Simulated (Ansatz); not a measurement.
`N[Si](N)(Br)Br`. Charge 0, multiplicity 1. All single points use the PBE0-D4/def2-TZVP geometry. It is one conformer, not always the lowest.

```xyz
9

N    -0.434   -1.372   -0.345
Si   -0.313    0.292   -0.075
N     1.226    0.635    0.534
Br   -2.042    0.769    1.246
Br   -0.515    1.613   -1.856
H     0.250   -1.834   -0.923
H    -1.337   -1.816   -0.387
H     1.555    0.151    1.355
H     1.610    1.561    0.452
```

**Question.** What is the dipole moment at r2SCAN/def2-TZVPP? (Estimate.)

**Answer.** The calculation gave: 2.52 D, with components (1.82, -1.69, 0.43) D in this frame, pointing from negative to positive charge.

**Question.** And with PBE, B3LYP, ωB97M-V? (An estimate is asked.)

**Answer.** The calculation gave: PBE 2.46 D, B3LYP 2.45 D, ωB97M-V 2.47 D.

**Question.** Give the Mulliken charges with r2SCAN, PBE, ωB97M-V in def2-TZVPP. (An estimate is asked.)

**Answer.** Ansatz gave: 
```csv
atom,r2SCAN,PBE,ωB97M-V
N1,-0.42,-0.36,-0.34
Si2,0.67,0.51,0.58
N3,-0.42,-0.36,-0.34
Br4,-0.24,-0.22,-0.21
Br5,-0.24,-0.22,-0.21
H6,0.17,0.16,0.13
H7,0.16,0.16,0.13
H8,0.17,0.16,0.13
H9,0.16,0.16,0.13
```

B3LYP here is the variant with VWN-RPA as its local correlation; programs differ in this.
